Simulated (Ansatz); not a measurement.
Cost and result for the atomization energy of CH7ClSi2 (`[SiH3]C[SiH2]Cl`) (11 atoms, 10 bonds).

| atom | x (Å) | y (Å) | z (Å) |
| --- | --- | --- | --- |
| Si1 | -0.1281 | -1.4284 | 0.6989 |
| C2 | -0.7575 | 0.0693 | -0.2430 |
| Si3 | 0.4816 | 1.4300 | -0.4885 |
| Cl4 | 2.1768 | 0.6793 | -1.3889 |
| H5 | 0.8144 | -2.2123 | -0.1370 |
| H6 | -1.2681 | -2.3027 | 1.0840 |
| H7 | 0.5709 | -0.9904 | 1.9366 |
| H8 | -1.1392 | -0.2538 | -1.2169 |
| H9 | -1.6026 | 0.4993 | 0.3088 |
| H10 | -0.0395 | 2.5038 | -1.3690 |
| H11 | 0.8911 | 2.0058 | 0.8151 |

Charge 0, multiplicity 1. The structure was optimised at the PBE0-D4/def2-TZVP level. It is one conformer, not always the lowest. Program: Ansatz. All runs use 4 threads of an Arm Neoverse V1 on a shared host. Times are those of one run each, without the atoms' runs, and a repeat can differ threefold. Electronic energies, without spin–orbit coupling; frozen cores. CCSD(T)/CBS adds CCSD(T) − MP2 in def2-TZVPP to the MP2 limit, and its time is that of the two runs behind it. T1 = 0.010. B3LYP takes the VWN-RPA correlation (the form of Gaussian; ORCA's B3LYP/G).

CCSD(T)/CBS is a level of theory with its own doubt, some kJ/mol a heavy atom from the limit and from the frozen cores, so smaller differences don't rank the functionals.

| level | functions | wall time | atomization (kJ/mol) | difference from CCSD(T)/CBS | per bond |
| --- | --- | --- | --- | --- | --- |
| PBE-D4/def2-TZVPP (with forces) | 255 | 2.8 s | 3564.7 | -26.3 | -2.6 |
| PBE0-D4/def2-TZVPP | 255 | 3.4 s | 3558.8 | -32.2 | -3.2 |
| r2SCAN-D4/def2-TZVPP (with forces) | 255 | 5.5 s | 3587.0 | -4.0 | -0.4 |
| B3LYP-D4/def2-TZVPP (with forces) | 255 | 5.5 s | 3572.8 | -18.2 | -1.8 |
| B2PLYP/def2-TZVPP | 255 | 5.5 s | 3531.2 | -59.8 | -6.0 |
| ωB97X-V/def2-TZVPP | 255 | 9 s | 3609.0 | 18.0 | 1.8 |
| ωB97M-V/def2-TZVPP (with forces) | 255 | 13 s | 3596.6 | 5.6 | 0.6 |
| MP2/def2-QZVPP | 477 | 21 s | 3561.6 | -29.4 | -2.9 |
| CCSD(T)/def2-TZVPP | 255 | 110 s | 3501.6 | -89.4 | -8.9 |
| CCSD(T)/CBS(def2) | – | 2.2 min | 3591.0 | 0.0 | 0.0 |

In def2-TZVPP, CCSD(T) changes the Hartree–Fock value by +738.5 kJ/mol (the triples alone add +34.9 kJ/mol) and MP2 by +745.3 kJ/mol; breaking electron pairs costs correlation energy, which Hartree–Fock lacks. The D4 term adds +43.2 kJ/mol with B3LYP and +22.7 kJ/mol with PBE0; it sums over pairs of atoms, weighted by their polarisabilities, and B3LYP, whose exchange is more repulsive, gets the larger term.
